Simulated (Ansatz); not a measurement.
Program: Ansatz. Geometries: PBE0-D4/def2-TZVP. ΔE: electronic, gas phase. CBS: MP2 limit from def2 TZ/QZ plus the TZ coupled-cluster correction, frozen cores. This one scheme is used for every species. For As outer-core shells are correlated without core-valence functions, which leaves a few kJ/mol of doubt a bond. Scalar relativity is left out up to krypton. One conformer a species, not always the lowest.

`C[SiH2]C[AsH2]` + `C=N` → `C=NC[SiH2]C` + `[AsH3]`  (substitution at a C–As bond)

```json
{"species": "`C[SiH2]C[AsH2]`", "CCSD(T)/CBS(def2) energy (Eh)": "-2605.61274"}
{"species": "`C=N`", "CCSD(T)/CBS(def2) energy (Eh)": "-94.52360"}
{"species": "`C=NC[SiH2]C`", "CCSD(T)/CBS(def2) energy (Eh)": "-463.33298"}
{"species": "`[AsH3]`", "CCSD(T)/CBS(def2) energy (Eh)": "-2236.79077"}
```

**Question.** Work out ΔE.

**Answer.** ΔE = (-463.33298) + (-2236.79077) − (-2605.61274) − (-94.52360) = 0.01259 Eh = +33.1 kJ/mol.

Largest T1 diagnostic among the species: 0.012.

The D4 term adds +3.5 kJ/mol with B3LYP and +1.7 kJ/mol with PBE0; it sums over pairs of atoms, weighted by their polarisabilities, and B3LYP, whose exchange is more repulsive, gets the larger term. From PBE to PBE0 (25 % exact exchange), in def2-TZVPP and without D4, ΔE moves by +3.8 kJ/mol. In def2-TZVPP, CCSD(T) changes the Hartree–Fock value by +5.8 kJ/mol (the triples alone add +0.1 kJ/mol) and MP2 by +9.1 kJ/mol.

B3LYP here is the variant with VWN-RPA as its local correlation; programs differ in this.
